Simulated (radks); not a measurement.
Problem. All-electron atom: the carbon ion C3+ in [He] 2p1 (not the ground configuration). Method: non-relativistic Kohn-Sham, PBEsol, spin-unpolarised, spherical densities, point nucleus; without spin polarisation the odd electron is poorly described; computed with a radial shooting solver on a logarithmic mesh with Libxc functionals. Some entries of the table are withheld. Estimate them.

orbital  occ.  eigenvalue (eV)  <r^2> (bohr^2)
1s          2              (1)             (2)
2s          0         -54.9699           1.962
2p          1         -46.9275             (3)

Solution. 
(1) 1s eigenvalue (eV): -328.8754
(2) 1s <r^2> (bohr^2): 0.09859
(3) 2p <r^2> (bohr^2): 1.785
